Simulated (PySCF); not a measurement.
C3H9BO3, triplet, geometry from GFN2-xTB (a higher spin typed on purpose: for a closed-shell molecule this is an excited state); CCSD(T)/STO-3G (PySCF).

Input for PySCF:
```python
from pyscf import gto, scf, cc

mol = gto.Mole()
mol.atom = '''
    B    -0.50037593    0.35513547    0.52856543
    O     0.88825787    0.87656239    0.24811179
    C     1.08572997    2.22826773    0.07685660
    H     0.86040822    2.79175450    0.99271732
    H     2.12597834    2.38737002   -0.22267060
    H     0.43259254    2.61507008   -0.71802856
    O    -0.43931359   -0.97239146    1.10454057
    C     0.71266937   -1.72533019    0.93342794
    H     1.58828818   -1.15805606    1.27703718
    H     0.60419229   -2.65897979    1.48994227
    H     0.89283781   -1.95286996   -0.13068918
    O    -0.99676070    0.32710654   -0.91042295
    C    -1.14672262   -0.85682507   -1.59046218
    H    -0.16750167   -1.31479700   -1.82019329
    H    -1.73558629   -1.58554706   -1.01973395
    H    -1.62685866   -0.62651693   -2.54797756
'''
mol.basis = 'sto-3g'
mol.spin = 2
mol.verbose = 4
mol.build()

mf = scf.UHF(mol)
mf.kernel()

mycc = cc.CCSD(mf)
mycc.kernel()
et = mycc.ccsd_t()
print('E(CCSD(T)) = %.10f' % (mycc.e_tot + et))
```

What the program printed (banner, timings and long lists left out):

```
PySCF version 2.14.0

[INPUT] verbose = 4
[INPUT] num. atoms = 16
[INPUT] num. electrons = 56
[INPUT] charge = 0
[INPUT] spin (= nelec alpha-beta = 2S) = 2
[INPUT] symmetry False subgroup None
[INPUT] Mole.unit = angstrom
[INPUT] Symbol           X                Y                Z      unit          X                Y                Z       unit  Magmom
[INPUT]  1 B     -0.500375930000   0.355135470000   0.528565430000 AA   -0.945573467025   0.671108775419   0.998843901613 Bohr   0.0
[INPUT]  2 O      0.888257870000   0.876562390000   0.248111790000 AA    1.678564102290   1.656462848194   0.468863331376 Bohr   0.0
[INPUT]  3 C      1.085729970000   2.228267730000   0.076856600000 AA    2.051732288532   4.210815741906   0.145237924865 Bohr   0.0
[INPUT]  4 H      0.860408220000   2.791754500000   0.992717320000 AA    1.625935891125   5.275651412022   1.875963853912 Bohr   0.0
[INPUT]  5 H      2.125978340000   2.387370020000  -0.222670600000 AA    4.017516809357   4.511475495797  -0.420786449993 Bohr   0.0
[INPUT]  6 H      0.432592540000   2.615070080000  -0.718028560000 AA    0.817481424130   4.941766247744  -1.356877328016 Bohr   0.0
[INPUT]  7 O     -0.439313590000  -0.972391460000   1.104540570000 AA   -0.830182367899  -1.837553545266   2.087279170771 Bohr   0.0
[INPUT]  8 C      0.712669370000  -1.725330190000   0.933427940000 AA    1.346749926666  -3.260401533544   1.763923163617 Bohr   0.0
[INPUT]  9 H      1.588288180000  -1.158056060000   1.277037180000 AA    3.001429667084  -2.188408790293   2.413250521087 Bohr   0.0
[INPUT] 10 H      0.604192290000  -2.658979790000   1.489942270000 AA    1.141757954674  -5.024743573854   2.815582831713 Bohr   0.0
[INPUT] 11 H      0.892837810000  -1.952869960000  -0.130689180000 AA    1.687218934556  -3.690389381290  -0.246966757644 Bohr   0.0
[INPUT] 12 O     -0.996760700000   0.327106540000  -0.910422950000 AA   -1.883604734730   0.618141774154  -1.720450033019 Bohr   0.0
[INPUT] 13 C     -1.146722620000  -0.856825070000  -1.590462180000 AA   -2.166991692644  -1.619164718961  -3.005537931679 Bohr   0.0
[INPUT] 14 H     -0.167501670000  -1.314797000000  -1.820193290000 AA   -0.316532281707  -2.484606239400  -3.439666811871 Bohr   0.0
[INPUT] 15 H     -1.735586290000  -1.585547060000  -1.019733950000 AA   -3.279782753650  -2.996249701009  -1.927017885421 Bohr   0.0
[INPUT] 16 H     -1.626858660000  -0.626516930000  -2.547977560000 AA   -3.074317310777  -1.183945410103  -4.814979759938 Bohr   0.0

nuclear repulsion = 319.580617838849
number of shells = 30
number of NR pGTOs = 132
number of NR cGTOs = 44
basis = sto-3g
ecp = {}

******** <class 'pyscf.scf.uhf.UHF'> ********
method = UHF
initial guess = minao
damping factor = 0
level_shift factor = 0
DIIS = <class 'pyscf.scf.diis.CDIIS'>
diis_start_cycle = 1
diis_space = 8
diis_damp = 0
SCF conv_tol = 1e-09
SCF conv_tol_grad = None
SCF max_cycles = 50
direct_scf = True
direct_scf_tol = 1e-13
number electrons alpha = 29  beta = 27
Set gradient conv threshold to 3.16228e-05
init E= -364.413744577631

cycle= 1 E= -363.02731705297  delta_E= 1.39  |g|= 0.498  |ddm|= 3.46
cycle= 2 E= -363.247230103144  delta_E= -0.22  |g|= 0.181  |ddm|= 0.883
cycle= 3 E= -363.275413013428  delta_E= -0.0282  |g|= 0.0643  |ddm|= 0.264
cycle= 4 E= -363.286185837961  delta_E= -0.0108  |g|= 0.0294  |ddm|= 0.22
cycle= 5 E= -363.289890856221  delta_E= -0.00371  |g|= 0.0226  |ddm|= 0.132
cycle= 6 E= -363.291688209244  delta_E= -0.0018  |g|= 0.0218  |ddm|= 0.0732
cycle= 7 E= -363.293830865892  delta_E= -0.00214  |g|= 0.0235  |ddm|= 0.0861
cycle= 8 E= -363.286693177408  delta_E= 0.00714  |g|= 0.0156  |ddm|= 0.333
cycle= 9 E= -363.284598572188  delta_E= 0.00209  |g|= 0.0127  |ddm|= 0.25
cycle= 10 E= -363.284752273402  delta_E= -0.000154  |g|= 0.0107  |ddm|= 0.0133
cycle= 11 E= -363.285704962889  delta_E= -0.000953  |g|= 0.00837  |ddm|= 0.137
cycle= 12 E= -363.285337292579  delta_E= 0.000368  |g|= 0.0084  |ddm|= 0.173
cycle= 13 E= -363.285628047102  delta_E= -0.000291  |g|= 0.00357  |ddm|= 0.0739
cycle= 14 E= -363.285750620253  delta_E= -0.000123  |g|= 0.00314  |ddm|= 0.0829
cycle= 15 E= -363.285724577562  delta_E= 2.6e-05  |g|= 0.00129  |ddm|= 0.0336
cycle= 16 E= -363.285728676344  delta_E= -4.1e-06  |g|= 0.000534  |ddm|= 0.00686
cycle= 17 E= -363.285729466997  delta_E= -7.91e-07  |g|= 0.000256  |ddm|= 0.00341
cycle= 18 E= -363.285729579816  delta_E= -1.13e-07  |g|= 0.00015  |ddm|= 0.000995
cycle= 19 E= -363.28572965296  delta_E= -7.31e-08  |g|= 9.2e-05  |ddm|= 0.000836
cycle= 20 E= -363.285729711526  delta_E= -5.86e-08  |g|= 5.58e-05  |ddm|= 0.00077
cycle= 21 E= -363.285729740602  delta_E= -2.91e-08  |g|= 2.84e-05  |ddm|= 0.000585
cycle= 22 E= -363.285729748458  delta_E= -7.86e-09  |g|= 1.02e-05  |ddm|= 0.000408
cycle= 23 E= -363.285729748799  delta_E= -3.41e-10  |g|= 4.36e-06  |ddm|= 8.42e-05
Extra cycle  E= -363.285729748835  delta_E= -3.64e-11  |g|= 3.25e-06  |ddm|= 9.13e-06
converged SCF energy = -363.285729748835  <S^2> = 2.0225909  2S+1 = 3.015023

******** <class 'pyscf.cc.uccsd.UCCSD'> ********
CC2 = 0
CCSD nocc = (np.int64(29), np.int64(27)), nmo = (44, 44)
max_cycle = 50
direct = 0
conv_tol = 1e-07
conv_tol_normt = 1e-06
diis_space = 6
diis_start_cycle = 0
diis_start_energy_diff = 1e+09
Init t2, MP2 energy = -0.3051963726212
Init E_corr(UCCSD) = -0.305196372635017
cycle = 1  E_corr(UCCSD) = -0.359807711791536  dE = -0.0546113392  norm(t1,t2) = 0.112921
cycle = 2  E_corr(UCCSD) = -0.38047827700666  dE = -0.0206705652  norm(t1,t2) = 0.0450865
cycle = 3  E_corr(UCCSD) = -0.391628860857272  dE = -0.0111505839  norm(t1,t2) = 0.0271593
cycle = 4  E_corr(UCCSD) = -0.394004394031724  dE = -0.00237553317  norm(t1,t2) = 0.0135678
cycle = 5  E_corr(UCCSD) = -0.393708096874344  dE = 0.000296297157  norm(t1,t2) = 0.0108053
cycle = 6  E_corr(UCCSD) = -0.393718692441857  dE = -1.05955675e-05  norm(t1,t2) = 0.00582619
cycle = 7  E_corr(UCCSD) = -0.393946131084544  dE = -0.000227438643  norm(t1,t2) = 0.00365002
cycle = 8  E_corr(UCCSD) = -0.39398124668949  dE = -3.51156049e-05  norm(t1,t2) = 0.00179812
cycle = 9  E_corr(UCCSD) = -0.394008177852385  dE = -2.69311629e-05  norm(t1,t2) = 0.00132581
cycle = 10  E_corr(UCCSD) = -0.394020229264811  dE = -1.20514124e-05  norm(t1,t2) = 0.000974353
cycle = 11  E_corr(UCCSD) = -0.394009665034289  dE = 1.05642305e-05  norm(t1,t2) = 0.000713353
cycle = 12  E_corr(UCCSD) = -0.394008072023475  dE = 1.59301081e-06  norm(t1,t2) = 0.000428882
cycle = 13  E_corr(UCCSD) = -0.394001793507434  dE = 6.27851604e-06  norm(t1,t2) = 0.000226334
cycle = 14  E_corr(UCCSD) = -0.393998676539717  dE = 3.11696772e-06  norm(t1,t2) = 0.000142012
cycle = 15  E_corr(UCCSD) = -0.393996326525908  dE = 2.35001381e-06  norm(t1,t2) = 0.000106137
cycle = 16  E_corr(UCCSD) = -0.393994435763105  dE = 1.8907628e-06  norm(t1,t2) = 6.70359e-05
cycle = 17  E_corr(UCCSD) = -0.393993700726772  dE = 7.35036333e-07  norm(t1,t2) = 3.9722e-05
cycle = 18  E_corr(UCCSD) = -0.393992685441306  dE = 1.01528547e-06  norm(t1,t2) = 2.61457e-05
cycle = 19  E_corr(UCCSD) = -0.393992111565821  dE = 5.73875484e-07  norm(t1,t2) = 1.81353e-05
cycle = 20  E_corr(UCCSD) = -0.393991672039384  dE = 4.39526437e-07  norm(t1,t2) = 1.50516e-05
cycle = 21  E_corr(UCCSD) = -0.393991369033415  dE = 3.03005969e-07  norm(t1,t2) = 1.1282e-05
cycle = 22  E_corr(UCCSD) = -0.393991539010573  dE = -1.69977158e-07  norm(t1,t2) = 6.94773e-06
cycle = 23  E_corr(UCCSD) = -0.39399169432768  dE = -1.55317108e-07  norm(t1,t2) = 4.17415e-06
cycle = 24  E_corr(UCCSD) = -0.393991725944925  dE = -3.16172443e-08  norm(t1,t2) = 2.69021e-06
cycle = 25  E_corr(UCCSD) = -0.393991758782043  dE = -3.28371187e-08  norm(t1,t2) = 1.56144e-06
cycle = 26  E_corr(UCCSD) = -0.393991773461452  dE = -1.4679409e-08  norm(t1,t2) = 8.36349e-07
UCCSD converged
E(UCCSD) = -363.6797215222967  E_corr = -0.3939917734614525
UCCSD(T) correction = -0.0082819789901817
E(CCSD(T)) = -363.6880035013
```
